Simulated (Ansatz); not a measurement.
`[O]=[Nb]([F])([Cl])[Cl]` + H–F → `[O]=[Nb]([F])([F])[Cl]` + HCl at 700 K and 1 bar (ligand exchange at the Nb–Cl bond).

Calculated with Ansatz (gas phase, PBE0-D4/def2-TZVP geometries, no zero-point term in ΔE). CCSD(T)/CBS is the MP2 limit (def2-TZVPP, def2-QZVPP) plus CCSD(T) − MP2 in def2-TZVPP, frozen cores. This one scheme is used for every species. Elements past krypton have def2 core potentials. For Nb outer-core shells are correlated without core-valence functions, which leaves a few kJ/mol of doubt a bond.

| species | CCSD(T)/CBS energy (Eh) | H − E (kJ/mol) | S (J/(mol·K)) |
| --- | --- | --- | --- |
| `[O]=[Nb]([F])([Cl])[Cl]` | -1151.68753 | 80.0 | 436.1 |
| H–F | -100.39570 | 45.2 | 198.5 |
| `[O]=[Nb]([F])([F])[Cl]` | -791.70274 | 80.7 | 422.7 |
| HCl | -460.38127 | 38.4 | 211.8 |

H − E and S are ideal-gas, rigid-rotor, harmonic terms from PBE0-D4/def2-TZVP. 1 Eh = 2625.50 kJ/mol, R = 8.31446 J/(mol·K).

Task: By hand: ΔE, ΔH, ΔS and ΔG.

Result: ΔE = (-791.70274) + (-460.38127) − (-1151.68753) − (-100.39570) = -0.00078 Eh = -2.0 kJ/mol. Δ(H − E) = 80.7 + 38.4 − 80.0 − 45.2 = -6.1, so ΔH = -8.1 kJ/mol. ΔS = 422.7 + 211.8 − 436.1 − 198.5 = -0.1 J/(mol·K). ΔG = -8.1 − 700 × (-0.1)/1000 = -8.0 kJ/mol.

Task: By hand: the equilibrium constant, and the temperature at which ΔG would vanish if ΔH and ΔS stayed fixed.

Result: log₁₀ K = −ΔG/(RT ln 10) = 0.6. ΔG = 0 at ΔH/ΔS = 81000 K, far beyond where these terms or the molecules hold.

The number of gas molecules stays the same, so ΔS is small and ΔH decides. A doubt of 5 kJ/mol in ΔE shifts log₁₀ K by 0.4 here. These are equilibria of isolated gas molecules and say nothing of rates. Largest T1 diagnostic: 0.022 (customary marks: 0.02 for closed shells, 0.045 for open ones).
